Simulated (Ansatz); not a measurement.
Ansatz (a quantum-chemistry and plane-wave program) job for WO₂Cl₂, SMILES [O]=[W](=[O])([Cl])[Cl], multiplicity 1, PBE0/def2-SVPD. The structure is a stationary point at PBE-D3(BJ)/def2-SVP. The spin state was assumed, not searched. The isomer is the one that the SMILES or the coordinates give; other isomers of the formula were not compared. The def2 effective core potentials stand for the cores of W; spin–orbit coupling is left out.

Ansatz 0.2 input:
```yaml
crystal:
  periodic: [false, false, false]
  atoms:
    - {symbol: W, position_ang: [0.00000000, 0.00000000, 0.20173974]}
    - {symbol: O, position_ang: [-0.00000000, -1.36896915, 1.23458265]}
    - {symbol: O, position_ang: [0.00000001, 1.36896915, 1.23458265]}
    - {symbol: Cl, position_ang: [-1.92604501, 0.00000000, -1.02006067]}
    - {symbol: Cl, position_ang: [1.92604500, -0.00000000, -1.02006068]}
basis:
  gaussian:
    orbitals: def2-SVPD
hamiltonian:
  xc: {name: PBE0}
```

Program output:

```
WARN ansatz: RAYON_NUM_THREADS=1 ignored (pool sized by the plan → 1); use --threads N
Functional definition: PBE0
integrals: 0.08 GiB planned
1298 factors; their error is unknown
mean field: 0.66 GiB planned
mean field evaluation 1: about -30929.9725 eV, gradient 9.5e1 eV
mean field evaluation 2: about -30643.7487 eV, gradient 3.4e2 eV
mean field evaluation 4: about -30946.7592 eV, gradient 1.2e1 eV
mean field evaluation 8: about -30947.1349 eV, gradient 2.1e-1 eV
mean field evaluation 16: about -30947.3500 eV, gradient 1.7e-4 eV
mean field -30947.35001698 eV, -1137.2941362567 hartree, gradient 3.6e-5 eV, S^2 0.000000; 0 other end points of the search recorded, 0 dependent functions left out
reference -30947.35005743 eV, -1137.2941377435 hartree; 32, 32 occupied and 103, 103 virtual orbitals, 1298 factors
Total energy: -30947.35005743 eV, -1137.2941377435 hartree
```

The calculation finished and met its thresholds.

Cost: around 4 core-seconds (rough).
